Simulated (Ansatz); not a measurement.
Relaxation of C2H9BSSi (14 atoms, charge 0, multiplicity 1), to a largest force component of 0.02 eV/Å in at most 50 steps.

Theory: Ansatz 0.2.0, RKS r2SCAN-D4/6-31G*.

```xyz
14
Properties=species:S:1:pos:R:3:forces:R:3
B -0.683 -1.278 1.698 0.27 1.04 -0.18
C 0.465 -1.183 0.648 0.36 -0.50 0.66
Si 0.535 0.517 -0.146 2.09 -0.09 1.34
C -0.894 0.856 -1.147 -3.97 0.85 -0.15
S 2.290 0.596 -1.429 -0.43 1.47 -0.16
H -0.740 -0.497 2.622 0.20 -0.28 0.00
H -1.592 -1.995 1.531 -0.59 -0.59 -0.02
H 0.349 -1.923 -0.151 0.20 -0.20 -0.01
H 1.423 -1.379 1.221 -0.58 0.39 -0.66
H 0.695 1.538 0.941 -0.05 -0.05 -0.15
H -1.869 0.823 -0.463 1.78 0.04 -1.24
H -1.049 0.075 -1.911 0.05 0.26 0.03
H -0.937 1.870 -1.637 0.22 -0.90 0.33
H 1.994 1.951 -1.747 0.46 -1.44 0.21
```

Q: Where does it end, and by what steps?

A: The forces met the threshold. After 11 steps the energy has fallen by 0.455 eV; H7 moved furthest, 0.54 Å.

```tsv
step	energy less start (eV)	largest force component (eV/Å)	accepted
0	0.0000	3.969	yes
1	-0.2725	1.648	yes
2	-0.4039	0.293	yes
3	-0.3174	1.447	no
4	-0.4300	0.133	yes
5	-0.4403	0.117	yes
6	-0.4493	0.068	yes
7	-0.4486	0.363	no
8	-0.4538	0.048	yes
9	-0.4543	0.074	yes
10	-0.4543	0.107	no
11	-0.4549	0.015	yes
```

```xyz
14
Properties=species:S:1:pos:R:3
B -0.709 -1.253 1.586
C 0.568 -1.165 0.727
Si 0.540 0.539 -0.108
C -1.045 0.833 -1.068
S 2.267 0.517 -1.408
H -0.723 -0.829 2.710
H -1.734 -1.674 1.119
H 0.610 -1.891 -0.098
H 1.505 -1.183 1.301
H 0.710 1.613 0.913
H -1.906 0.887 -0.388
H -1.226 0.018 -1.779
H -1.006 1.772 -1.633
H 2.137 1.789 -1.845
```

Whether the end is a true minimum wasn't checked by a vibrational analysis.

The run took 46 s on 2 threads of AMD EPYC 7B13 (Zen 3), on a shared host, peak memory 0.2 GiB.
